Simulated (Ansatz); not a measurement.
System: CdS, charge 0, singlet. CdS (SMILES [S]=[Cd]).
B3LYP-D3(BJ)/def2-TZVP minimum from Ansatz (a quantum-chemistry and plane-wave program):
```
Cd
S 1 2.2686
```
Charge 0, spin multiplicity 1.

Property: atomisation energy (electronic, to ground-state atoms), in kcal/mol. Radicals and triplets start from unrestricted determinants; spin-orbit coupling is neglected. Correlated methods leave the cores frozen (noble-gas shells, and filled d and f shells in the p block). Past Kr the def2 sets carry scalar-relativistic core potentials. CBS(X,Y): correlation extrapolated as X^-3, Hartree-Fock from the larger set. A bracket is a step between two methods taken in the basis named. The restricted determinant of CdS ([S]=[Cd], singlet) is unstable towards broken spin symmetry in at least one set run.

CCSD(T)/CBS(def2-TZVPP,def2-QZVPP) + [CCSDT(Q) - CCSD(T)]/def2-TZVPP + [CCSDTQ - CCSDT(Q)]/def2-SVP (Ansatz) gives 25.4 kcal/mol.

Q: What does PBE/def2-TZVPD (Ansatz) give here, and how do the other levels compare?

A: PBE gives 27.4 kcal/mol, 2.0 kcal/mol above it. Differences of the others: r2SCAN/def2-TZVPD (Ansatz) 0.0; PBE0/def2-TZVPD (Ansatz) -2.9; B2PLYP/def2-TZVPD (Ansatz) -3.6; CCSD(T)/CBS(def2-TZVPP,def2-QZVPP) (Ansatz) -0.5 kcal/mol.
